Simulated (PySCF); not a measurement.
**Vibration and rotation of MnF**

ωB97X constants of MnF, ⁷Σ⁺ (septet), unpaired electrons σ ↑↑, π ↑↑, δ ↑↑ (PySCF, no relativity, basis sets Mn def2-TZVPP, F def2-TZVPP; masses 54.9380 and 18.9984 u):

* ωe: 623.5 cm⁻¹
* ωexe: 3.15 cm⁻¹
* Be: 0.35516 cm⁻¹
* αe: 0.00265 cm⁻¹
* D (centrifugal): 4.61e-07 cm⁻¹
* De to Mn (3d5 4s2) + F: 4.36 eV

Question: Give the vibrational terms G(v) and spacings up to v = 6.

Answer: G(v) = ωe(v+½) − ωexe(v+½)².

```tsv
v	G(v) (cm⁻¹)	G(v) − G(v−1)	Bv (cm⁻¹)
0	311		0.3538
1	928	617	0.3512
2	1539	611	0.3485
3	2144	605	0.3459
4	2742	598	0.3432
5	3334	592	0.3406
6	3920	586	0.3379
```

Question: How well does the Morse estimate ωe²/(4ωexe) reproduce De, and what is D0?

Answer: It gives 3.83 eV, 88 % of the computed De. D0 = De − G(0) = 4.36 − 0.04 = 4.32 eV.

The metal atom is held in its measured ground configuration; semilocal functionals can put another filling of s and d lower by some tenths of an eV, and De to that atom would be smaller. With d or f electrons several states lie close, and the lowest PBE0 determinant need not be the measured ground state.
